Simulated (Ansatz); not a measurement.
Kohn–Sham single points on `C[SiH](O)O[SiH](O)O`.

```yaml
crystal:
  periodic: [false, false, false]
  atoms:
    - {symbol: C, position_ang: [-1.580004, 1.797278, -1.233832]}
    - {symbol: Si, position_ang: [-1.108819, 0.445759, -0.067661]}
    - {symbol: O, position_ang: [-1.629424, -0.980908, -0.681998]}
    - {symbol: O, position_ang: [0.535342, 0.402251, 0.099040]}
    - {symbol: Si, position_ang: [1.652194, -0.709749, 0.456202]}
    - {symbol: O, position_ang: [0.899990, -2.169340, 0.378623]}
    - {symbol: O, position_ang: [2.238302, -0.597110, 1.978188]}
    - {symbol: H, position_ang: [-2.665026, 1.831230, -1.360114]}
    - {symbol: H, position_ang: [-1.126192, 1.635250, -2.214307]}
    - {symbol: H, position_ang: [-1.250675, 2.767575, -0.854316]}
    - {symbol: H, position_ang: [-1.671643, 0.677828, 1.288986]}
    - {symbol: H, position_ang: [-1.147740, -1.754853, -0.371584]}
    - {symbol: H, position_ang: [2.752552, -0.590307, -0.521504]}
    - {symbol: H, position_ang: [1.262440, -2.874143, 0.917642]}
    - {symbol: H, position_ang: [2.838714, 0.119239, 2.186634]}
basis:
  gaussian: {orbitals: def2-TZVPP}
hamiltonian: {xc: {name: wB97X-V}}
output: {orbitals: {seedname: orbitals}}
```

```sh
$ ansatz run in.yaml --threads 2 --pin off --events-out ev --progress --plain --max-ram 22528MiB --backend cuda --devices 0, --max-vram 18GiB
```

Shortened log:

```
Functional definition: wB97X-V
1838 factors; their error is unknown
419 factors; integrals over basis functions are off by at most 9.6e-6 eV
mean field evaluation 1: about -25104.5551 eV, gradient 9.0e1 eV
mean field evaluation 2: about -25104.8296 eV, gradient 9.2e1 eV
mean field evaluation 4: about -25117.6132 eV, gradient 2.3e0 eV
mean field evaluation 8: about -25117.6401 eV, gradient 2.1e-1 eV
mean field evaluation 16: about -25117.6597 eV, gradient 2.2e-4 eV
mean field -25117.65972915 eV, -923.0569696849 hartree, gradient 5.8e-5 eV, S^2 0.000000; 0 other end points of the search recorded, 0 dependent functions left out
reference -25117.65972670 eV, -923.0569695951 hartree; 37, 37 occupied and 314, 314 virtual orbitals, 1838 factors
Total energy: -25117.65972670 eV, -923.0569695951 hartree
```

Run time 3.4 s (2 threads of an AMD EPYC 7R13 on a shared host and a share of an NVIDIA H100 80 GB); peak host memory 0.93 GiB.

Changing it to `hamiltonian: {xc: {name: B3LYP}, dispersion: d4}` and forces (abridged; 3 s):

```
Functional definition: B3LYP
mean field evaluation 16: about -25124.4455 eV, gradient 4.3e-4 eV
mean field -25124.44554464 eV, -923.3063438046 hartree, gradient 6.6e-5 eV, S^2 0.000000
Total energy: -25125.03524928 eV, -923.3280150507 hartree
Atom 0 force    -0.035236     0.075744    -0.060043 eV/Å
Atom 1 force    -0.140128     0.152354     0.161583 eV/Å
Atom 2 force    -0.010174    -0.123191    -0.014961 eV/Å
Atom 3 force     0.013994     0.057597    -0.010658 eV/Å
Atom 4 force     0.215405     0.051340    -0.195358 eV/Å
Atom 5 force    -0.041743    -0.124640     0.008145 eV/Å
Atom 6 force     0.059178     0.028980     0.110440 eV/Å
Atom 7 force     0.054298     0.014057    -0.007734 eV/Å
Atom 8 force    -0.027955     0.023935     0.041824 eV/Å
Atom 9 force    -0.021092    -0.036692    -0.033753 eV/Å
Atom 10 force     0.031079    -0.011870    -0.083257 eV/Å
Atom 11 force    -0.031292    -0.050498    -0.034637 eV/Å
Atom 12 force    -0.071357    -0.014287     0.061424 eV/Å
Atom 13 force    -0.021447    -0.058084    -0.001495 eV/Å
Atom 14 force     0.026470     0.015256     0.058480 eV/Å
Dipole moment:     0.464005     0.012865     0.203132 e Å
```

B3LYP takes the VWN-RPA correlation (the form of Gaussian; ORCA's B3LYP/G).
